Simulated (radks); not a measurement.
Initial-state core-level shifts of the tellurium ion Te2+ when its valence configuration changes from [Kr] 4d10 5s2 5p2. Calculated with a radial shooting solver on a logarithmic mesh with Libxc functionals: Dirac Kohn-Sham, LDA (Slater exchange, Perdew-Wang correlation), spin-unpolarised, spherical densities, finite nucleus; open shells fill j = l - 1/2 first; Fermi nuclear charge, rms radius 4.7423 fm. Shifts are changes of the shell-averaged eigenvalues in eV (positive: less bound); the change of the density at the nucleus, which sets a Mossbauer isomer shift, is in e/bohr^3, on a base of 2.27e+05.

valence                1s       2s       4s       4p  density at nucleus
4d9 5s2 5p3        -9.355   -9.914   -8.008   -7.691              +24.86
4d9.5 5s2 5p2.5    -4.651   -4.922   -4.007   -3.851              +12.29
4d10 5s1 5p3       -1.546   -1.512   -1.502   -1.489              -66.87
4d9.5 5s1.5 5p3    -5.410   -5.666   -4.742   -4.579              -22.46
4d10 5s0.5 5p3.5   -2.302   -2.252   -2.237   -2.218             -101.40
4d8 5s2 5p4       -18.930  -20.107  -15.992  -15.343              +50.83
4d10 5p4           -3.047   -2.982   -2.962   -2.936             -136.65
4d9.5 5s0.5 5p4    -6.897   -7.124   -6.184   -6.007              -94.11
